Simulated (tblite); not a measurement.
C4H8F2O2Si.
SMILES with atom numbers: `[CH2:1]=[C:2]([O:3][SiH3:4])[O:5][CH2:6][CH:7]([F:8])[F:9]` (hydrogens: H10, H11 on C1; H12, H13, H14 on Si4; H15, H16 on C6; H17 on C7)

A start from a force field or distance geometry was refined with GFN2-xTB geometry optimisation, gas phase in tblite 0.8.0. Values at the start:

```
coordinate    start
     C1=C2  1.332 Å
    C1–H10  1.055 Å
    C1–H11  1.104 Å
     C2–O3  1.395 Å
     C2–O5  1.395 Å
    O3–Si4  1.755 Å
   Si4–H12  1.454 Å
     O5–C6  1.415 Å
     C6–C7  1.522 Å
    C6–H15  1.109 Å
     C7–F8  1.363 Å
    C7–H17  1.097 Å
  C1–C2–O3   120.8°
  C1–C2–O5   118.8°
 C2–O3–Si4   120.8°
  C2–O5–C6   116.4°
  O3–C2–O5   120.4°
  C6–C7–F8   109.5°
  C6–C7–F9   105.3°
  F8–C7–F9   110.4°
```

**Question.** How do these coordinates change at the GFN2-xTB level?

**Answer.** 
```json
{"coordinate": "O3–Si4", "GFN2-xTB (Å or °)": "1.646", "change": "-0.109"}
{"coordinate": "C2–O3", "GFN2-xTB (Å or °)": "1.327", "change": "-0.068"}
{"coordinate": "C1–H11", "GFN2-xTB (Å or °)": "1.071", "change": "-0.033"}
{"coordinate": "C2–O5", "GFN2-xTB (Å or °)": "1.374", "change": "-0.021"}
{"coordinate": "C1–H10", "GFN2-xTB (Å or °)": "1.072", "change": "+0.017"}
{"coordinate": "O5–C6", "GFN2-xTB (Å or °)": "1.403", "change": "-0.012"}
{"coordinate": "C6–H15", "GFN2-xTB (Å or °)": "1.097", "change": "-0.012"}
{"coordinate": "C7–F8", "GFN2-xTB (Å or °)": "1.353", "change": "-0.010"}
{"coordinate": "Si4–H12", "GFN2-xTB (Å or °)": "1.462", "change": "+0.008"}
{"coordinate": "C1=C2", "GFN2-xTB (Å or °)": "1.326", "change": "-0.006"}
{"coordinate": "C6–C7", "GFN2-xTB (Å or °)": "1.527", "change": "+0.005"}
{"coordinate": "C7–H17", "GFN2-xTB (Å or °)": "1.100", "change": "+0.003"}
{"coordinate": "O3–C2–O5", "GFN2-xTB (Å or °)": "110.5", "change": "-9.9"}
{"coordinate": "C1–C2–O5", "GFN2-xTB (Å or °)": "126.6", "change": "+7.8"}
{"coordinate": "C6–C7–F9", "GFN2-xTB (Å or °)": "111.3", "change": "+6.0"}
{"coordinate": "C2–O3–Si4", "GFN2-xTB (Å or °)": "125.3", "change": "+4.5"}
{"coordinate": "F8–C7–F9", "GFN2-xTB (Å or °)": "106.2", "change": "-4.2"}
{"coordinate": "C2–O5–C6", "GFN2-xTB (Å or °)": "118.7", "change": "+2.3"}
{"coordinate": "C1–C2–O3", "GFN2-xTB (Å or °)": "123.0", "change": "+2.2"}
{"coordinate": "C6–C7–F8", "GFN2-xTB (Å or °)": "110.2", "change": "+0.7"}
```

The energy falls by 0.770 eV over 168 L-BFGS steps, the largest force on an atom goes from 2.36 to 0.010 eV/Å, and the atoms move by 0.824 Å rms after alignment. The bond that changes most is O3–Si4 (silyl ether oxygen to oxygen-bound silicon), which shortens by 0.109 Å. Bonds longer at the end by more than 0.005 Å: 2 of 16; shorter: 11. Among the dihedrals that turn most is C1–C2–O3–Si4, from -113° to -179°. Rotational constants go from 2776, 551.8, 510.6 to 2290, 678.0, 561.3 MHz.

Time: 2.1 s wall. Hardware: an Arm Neoverse N1 with one thread, shared host.

Its GFN2-xTB frequencies are all real (lowest 31 cm⁻¹). One conformer, not necessarily the lowest.

The numbers are calculated, not measured.
